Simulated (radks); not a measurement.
The numbers below are computed, except where a source is named.
Charge is removed step by step from the 6s down level of neutral bismuth, starting from [Xe] 4f14 5d10 6s(up 1, down 1) 6p3. Level of theory: scalar-relativistic Kohn-Sham, SCAN, spin-polarised, spherical densities, finite nucleus; open shells are filled with parallel spins first (spin-orbit coupling, left out, can overturn this in heavy ions); meta-GGA in the generalised Kohn-Sham scheme; Fermi nuclear charge, rms radius 5.5211 fm (a radial shooting solver on a logarithmic mesh with Libxc functionals).

| removed (e) | E - E(0) (eV) | eigenvalue (eV) |
|---|---|---|
| 0 | 0.000 | -13.716 |
| 0.1 | 1.406 | -14.404 |
| 0.2 | 2.879 | -15.048 |
| 0.3 | 4.410 | -15.685 |
| 0.4 | 6.013 | -16.332 |
| 0.5 | 7.679 | -16.996 |
| 0.6 | 9.414 | -17.680 |
| 0.7 | 11.217 | -18.382 |
| 0.8 | 13.086 | -19.101 |
| 0.9 | 15.030 | -19.830 |

The mean slope of the eigenvalue, de/dn, is 6.79 eV per electron.
